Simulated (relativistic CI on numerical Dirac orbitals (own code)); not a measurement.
**Calculated levels, Ta LXII**

Calculated at this level of theory: Dirac-Coulomb-Breit CI, KLI orbitals optimised for each configuration, a model potential for QED, unscaled Slater integrals (own radial code, finite nucleus).

Configuration list (outside the closed core [Ne]): 3s², 3s3p, 3p², 3s3d, 3d², 3p3d, 3p4s, 3d4s, 3s4s, 3s4p, 3s4d, 3s4f, 3s5s, 3s5p, 3s5d, 4s². Levels of other configurations are missing.

```
No.  Configuration  Term  J   E (eV)    %  Landé g  Lifetime (s)
  1            3s²    ¹S  0     0.00   99                       
  2           3s3p   ³P°  0   136.31  100                       
  3           3s3p   ³P°  1   151.84   73    1.346      5.70e-11
  4            3p²    ³P  0   326.57   69               7.87e-12
  5           3s3p   ³P°  2   482.21  100    1.486      5.38e-09
  6           3s3p   ¹P°  1   519.47   72    1.123      4.29e-13
  7            3p²    ¹D  2   656.34   56    1.132      1.88e-12
  8            3p²    ³P  1   658.35  100    1.488      5.79e-13
  9           3s3d    ³D  1   693.09  100    0.487      6.83e-13
 10           3s3d    ³D  2   705.77   71    1.130      4.16e-13
 11           3s3d    ³D  3   771.27  100    1.320      4.17e-12
 12           3s3d    ¹D  2   788.78   70    1.047      2.20e-12
 13           3p3d   ³F°  2   840.13   75    0.748      1.96e-11
 14           3p3d   ³D°  1   874.88   53    0.809      5.07e-13
 15           3p3d   ³P°  2   937.05   47    1.270      3.49e-12
 16           3p3d   ³F°  3   939.97   52    1.102      5.08e-12
 17            3p²    ³P  2  1011.78   63    1.304      3.02e-13
 18            3p²    ¹S  0  1030.68   68               3.09e-13
 19           3p3d   ³D°  2  1199.07   51    1.030      3.33e-13
 20           3p3d   ³P°  0  1209.14  100               3.18e-13
 21           3p3d   ³F°  3  1209.39   47    1.087      3.60e-13
 22           3p3d   ³P°  1  1209.73   60    1.105      3.22e-13
 23           3p3d   ³F°  4  1265.57  100    1.237      6.89e-13
 24           3p3d   ³P°  2  1277.52   47    1.233      5.43e-13
 25           3p3d   ³D°  3  1296.45   60    1.188      5.26e-13
 26           3p3d   ¹P°  1  1309.28   66    1.049      4.79e-13
 27            3d²    ³F  2  1399.58   74    0.756      3.61e-13
 28            3d²    ³P  0  1426.10   71               3.23e-13
 29            3d²    ³F  3  1473.43  100    1.071      6.34e-13
 30            3d²    ³P  2  1485.64   50    1.167      5.74e-13
 31            3d²    ¹G  4  1488.08   69    1.064      7.17e-13
 32            3d²    ³P  1  1490.88  100    1.489      5.55e-13
 33            3d²    ³F  4  1556.55   69    1.161      2.40e-12
 34            3d²    ³P  2  1566.82   47    1.205      1.96e-12
 35            3d²    ¹S  0  1595.86   71               1.41e-12
 36           3s4s    ³S  1  3097.58  100    1.988      1.63e-14
 37           3s4s    ¹S  0  3112.73  100               1.71e-14
 38           3s4p   ³P°  0  3169.01   99               6.58e-14
 39           3s4p   ³P°  1  3170.47   68    1.324      1.93e-14
 40           3p4s   ³P°  1  3258.27   63    1.314      1.89e-14
 41           3p4s   ³P°  0  3260.23   99               2.29e-14
 42           3s4p   ³P°  2  3309.69  100    1.491      9.71e-14
 43           3s4p   ¹P°  1  3316.48   64    1.169      1.76e-14
 44           3s4d    ³D  1  3385.76  100    0.494      9.54e-15
 45           3s4d    ³D  2  3386.80   64    1.097      9.60e-15
 46           3s4d    ³D  3  3419.26  100    1.325      9.17e-15
 47           3s4d    ¹D  2  3421.31   64    1.055      9.28e-15
 48           3s4f   ³F°  2  3463.65  100    0.661      4.39e-15
 49           3s4f   ³F°  3  3466.26   82    1.060      4.39e-15
 50           3s4f   ³F°  4  3477.95  100    1.242      4.50e-15
 51           3s4f   ¹F°  3  3485.06   82    1.010      4.49e-15
 52           3p4s   ³P°  2  3609.19  100    1.488      2.58e-14
 53           3p4s   ¹P°  1  3614.18   67    1.147      1.49e-14
 54           3d4s    ³D  1  3796.87  100    0.484      1.69e-14
 55           3d4s    ³D  2  3798.19   62    1.091      1.71e-14
 56           3d4s    ³D  3  3876.13  100    1.322      1.71e-14
 57           3d4s    ¹D  2  3878.50   62    1.050      1.76e-14
 58           3s5s    ³S  1  4474.64  100    1.990      2.04e-14
 59           3s5s    ¹S  0  4480.04  100               2.15e-14
 60           3s5p   ³P°  0  4510.01  100               3.86e-14
 61           3s5p   ³P°  1  4510.56   68    1.328      2.17e-14
 62           3s5p   ³P°  2  4580.36  100    1.493      6.06e-14
 63           3s5p   ¹P°  1  4581.77   68    1.160      2.15e-14
 64           3s5d    ³D  1  4617.38  100    0.498      1.28e-14
 65           3s5d    ³D  2  4617.92   64    1.099      1.28e-14
 66           3s5d    ³D  3  4634.56  100    1.327      1.26e-14
 67           3s5d    ¹D  2  4635.64   64    1.057      1.27e-14
 68            4s²    ¹S  0  6235.77  100               8.27e-15
```

Energies count from the lowest computed level; ° marks odd parity; lifetimes are radiative, by E1, M1, E2, M2 decay to levels of this space only; some are left blank where a channel outside the calculation adds to the decay or the decay crosses a small, uncertain gap.

The mean weight of the leading LS term, summed over parents, in these 68 levels is 79 %, and that of the leading jj configuration (from the same eigenvectors) 99 %, so jj coupling describes them better and the LS labels are nominal.

At this charge energies of transitions that change n are usually good to better than 1 %, and those within a shell (Δn = 0) to a few per cent.

LS names give the leading component of a level, which can be under half, so a name can repeat, a term be missing and a line seem to break the LS rules.
